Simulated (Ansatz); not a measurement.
Reactions of C$_{2}$H$_{7}$NOSi, SMILES `C[SiH2]C(=N)O`.

Isolated molecules relaxed with PBE0-D4/def2-TZVP in Ansatz; ΔE leaves out vibrations. CBS: MP2 limit from def2 TZ/QZ plus the TZ coupled-cluster correction, frozen cores. This one scheme is used for every species. Elements past krypton have def2 core potentials. For Ge, Se, Sn outer-core shells are correlated without core-valence functions, which leaves a few kJ/mol of doubt a bond. Scalar relativity is left out up to krypton. One conformer a species, not always the lowest.

Task: Order these by ΔE at CCSD(T)/CBS, lowest first. (An estimate is asked.)
A. `C[SiH2]C(=N)O` → `CN(C)[Si]O`
B. `C[SiH2]C(=N)O` + `Cl[SiH2][O][GeH3]` → `C[SiH2]O[SiH2]Cl` + `N=[C](O)[GeH3]`
C. `C[SiH2]C(=N)O` + `[SiH3][AlH][SnH3]` → `C[SiH2][AlH][SnH3]` + `N=C(O)[SiH3]`
D. `C[SiH2]C(=N)O` + `[OH][GeH3]` → `C[SiH2][O][GeH3]` + `N=CO`
E. `C[SiH2]C(=N)O` + CH₃NH₂ → `CNC(=N)O` + `C[SiH3]`
F. `C[SiH2]C(=N)O` → `C=N[SiH](C)O`
G. `C[SiH2]C(=N)O` + `O[Si](O)([SiH3])Cl` → `N=C(O)[SiH3]` + `CO[Si](O)([SiH3])Cl`
H. `C[SiH2]C(=N)O` + `C[SeH]` → `C[SiH2][Se]C` + `N=CO`

Result: F (-157.8 kJ/mol), D (-116.8 kJ/mol), A (-92.0 kJ/mol), H (-72.8 kJ/mol), B (-62.4 kJ/mol), E (-2.2 kJ/mol), C (+10.1 kJ/mol), G (+100.8 kJ/mol).

Largest T1 diagnostic: 0.014, for `N=C(O)[SiH3]`.
